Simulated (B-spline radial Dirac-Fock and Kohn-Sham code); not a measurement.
# Magnetic form factor of the 4d shell of Pb³⁷⁺

System: the Pb³⁷⁺ ion, [Kr] 4d9.

The computed values come from an atomic code on a B-spline grid: relativistic Hartree-Fock (Dirac-Fock) wave functions, averaged over the configuration. ⟨j_K⟩ is the integral of the 4d radial density with the spherical Bessel function j_K(4πsr), s = sin θ/λ.

```
s (Å⁻¹)    ⟨j0⟩    ⟨j2⟩    ⟨j4⟩
      0  1.0000  0.0000  0.0000
   0.05  0.9970  0.0012  0.0000
   0.06  0.9957  0.0017  0.0000
   0.08  0.9923  0.0031  0.0000
   0.09  0.9903  0.0039  0.0000
   0.12  0.9828  0.0069  0.0000
   0.14  0.9767  0.0093  0.0000
   0.17  0.9658  0.0136  0.0001
   0.21  0.9482  0.0205  0.0002
   0.25  0.9273  0.0287  0.0003
   0.31  0.8901  0.0430  0.0007
   0.38  0.8390  0.0623  0.0015
   0.46  0.7721  0.0868  0.0032
   0.56  0.6794  0.1191  0.0065
   0.68  0.5614  0.1570  0.0129
   0.82  0.4244  0.1950  0.0240
      1  0.2659  0.2271  0.0435
   1.22  0.1187  0.2348  0.0720
   1.49  0.0178  0.2024  0.1048
```

Radial moments of the shell: ⟨r²⟩ = 0.1632, ⟨r⁴⟩ = 0.03917, ⟨r⁶⟩ = 0.01250 in powers of bohr.
